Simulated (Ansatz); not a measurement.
One geometry of the cluster P2W2, several levels of theory.

```yaml
crystal:
  periodic: [false, false, false]
  atoms:
    - {symbol: W, position_ang: [1.159963, 0.208822, -0.512285]}
    - {symbol: W, position_ang: [-0.997644, 0.756871, -0.288824]}
    - {symbol: P, position_ang: [-0.763715, -1.390076, -0.831363]}
    - {symbol: P, position_ang: [0.601386, 0.424383, 1.632472]}
basis:
  gaussian: {orbitals: def2-TZVP, initial_orbitals: start.molden}
hamiltonian: {xc: {name: B97M-V}}
scf: {omitted_lower_state_checks: [starts]}
output: {orbitals: {seedname: orbitals}}
```

The file start.molden holds the orbitals of an earlier run on this structure, at another level or in another basis.

```sh
$ ansatz run in.yaml --threads 4 --pin off --events-out ev --progress --plain --max-ram 3916MiB
```

Shortened log:

```
Functional definition: B97M-V
1188 factors; their error is unknown
mean field evaluation 1: about -22222.7013 eV, gradient 1.6e1 eV
mean field evaluation 2: about -22222.9174 eV, gradient 3.4e-1 eV
mean field evaluation 4: about -22222.9046 eV, gradient 1.2e-1 eV
mean field -22222.90465768 eV, -816.6766829438 hartree, gradient 8.8e-5 eV, S^2 0.000000; 0 other end points of the search recorded, 0 dependent functions left out
reference -22222.90470869 eV, -816.6766848185 hartree; 29, 29 occupied and 125, 125 virtual orbitals, 1188 factors
Total energy: -22222.90470869 eV, -816.6766848185 hartree
Checks for a lower state left out: starts
```

Hardware: 4 threads of Arm Neoverse V1 on a shared host. Wall time 9 s.

The first input with `gaussian: {orbitals: def2-TZVPD, initial_orbitals: start.molden}`, `hamiltonian: {xc: pbe0, dispersion: d4}` (abridged; 3.6 s):

```
Functional definition: PBE0
mean field -22220.27239829 eV, -816.5799491956 hartree, gradient 1.5e-5 eV, S^2 0.000000
Total energy: -22220.49582117 eV, -816.5881598349 hartree
Checks for a lower state left out: starts
```

First input, but with `gaussian: {orbitals: def2-TZVPD, initial_orbitals: start.molden}`, `hamiltonian: {xc: r2scan, dispersion: d4}` (abridged; 6.5 s):

```
Functional definition: r2SCAN
mean field -22228.68151885 eV, -816.8889786761 hartree, gradient 1.1e-5 eV, S^2 0.000000
Total energy: -22228.72695671 eV, -816.8906484867 hartree
Checks for a lower state left out: starts
```

The first input with `correlation: {method: mp2}` and without the key `hamiltonian` (abridged; 5 s):

```
Functional definition: HF
mean field -22152.71218793 eV, -814.0971572590 hartree, gradient 4.1e-6 eV, S^2 0.000000; unrestricted orbitals would lower it
mean field evaluation 16: about -22154.1521 eV, gradient 4.6e0 eV
unrestricted determinant -22154.67540469 eV, -814.1693041439 hartree, S^2 3.1252
10 core orbitals not correlated: weight in the atoms' cores, before any rotation towards them, 1.000 or more for the frozen orbitals, at most 0.000 for the correlated occupied ones
second order -34.91745330 eV of doubles, -0.00000000 eV of singles
Total energy: -22187.62964123 eV, -815.3803499997 hartree
Checks for a lower state left out: starts
```

As the first input, with `hamiltonian: {xc: pbe0, dispersion: d4}` (abridged; 3.1 s):

```
Functional definition: PBE0
mean field -22220.25159536 eV, -816.5791847021 hartree, gradient 1.7e-5 eV, S^2 0.000000
Total energy: -22220.47501278 eV, -816.5873951409 hartree
Checks for a lower state left out: starts
```

As the first input, with `hamiltonian: {xc: r2scan, dispersion: d4}`, `output: {forces: true, orbitals: {seedname: orbitals}}` (abridged; 6 s):

```
Functional definition: r2SCAN
mean field -22228.66559742 eV, -816.8883935747 hartree, gradient 2.3e-5 eV, S^2 0.000000
Total energy: -22228.71103236 eV, -816.8900632778 hartree
Atom 0 force    -0.856672     0.079539     0.477321 eV/Å
Atom 1 force     0.766492    -0.616034    -0.032262 eV/Å
Atom 2 force     0.078585     0.536633     0.107782 eV/Å
Atom 3 force     0.011595    -0.000139    -0.552841 eV/Å
Dipole moment:     0.098518     0.586101    -0.486211 e Å
Checks for a lower state left out: starts
```

As the first input, with `gaussian: {orbitals: def2-SVP, initial_orbitals: start.molden}`, `hamiltonian: {xc: pbe, dispersion: d4}` (abridged; 1.3 s):

```
Functional definition: PBE
mean field -22215.77546932 eV, -816.4146901039 hartree, gradient 8.5e-5 eV, S^2 0.000000
Total energy: -22216.03834327 eV, -816.4243505436 hartree
Checks for a lower state left out: starts
```

Geometry: PBE-D4/def2-SVP.

In the def2 sets W takes a core potential; there is no spin–orbit coupling. Correlated methods freeze 10 core orbitals; core or outer-core shells of W are correlated, in sets that lack core-valence functions. The restricted singlet is unstable towards broken spin symmetry at other levels; at B97M-V/def2-TZVP, PBE0-D4/def2-TZVPD, r2SCAN-D4/def2-TZVPD, PBE-D4/def2-SVP this wasn't settled. At MP2/def2-TZVP, PBE0-D4/def2-TZVP, r2SCAN-D4/def2-TZVP the restricted singlet (for correlated methods, its reference) is unstable: a solution with broken spin symmetry lies lower. The order of the spin states hangs on the level: the triplet lies 0.08 eV below the singlet at PBE0-D4/def2-TZVP, but 4.97 eV above it at MP2/def2-TZVP. The structure comes from a short search, and lower isomers may exist.
